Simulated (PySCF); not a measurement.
H₄O₃Si, SMILES O[SiH](O)O. The structure is a stationary point at PBE0-D3(BJ)/def2-SVP. One conformer was computed; it need not be the lowest.

Give the equilibrium geometry at PBE0-D3(BJ)/def2-SVP (PySCF confirms it by a frequency run) as Cartesian coordinates in Å. (Estimate from the structure and the level; the computed values follow.)

One answer among several that fit: 
```xyz
8

Si    -0.0333     0.3315    -0.0942
O     -1.2167    -0.6402    -0.7128
O     -0.1984     0.3945     1.5452
O      1.3822    -0.3653    -0.6089
H     -0.1162     1.7434    -0.5325
H     -0.9511    -1.1767    -1.4656
H     -0.3984    -0.4412     1.9787
H      2.1951     0.1221    -0.4496
```
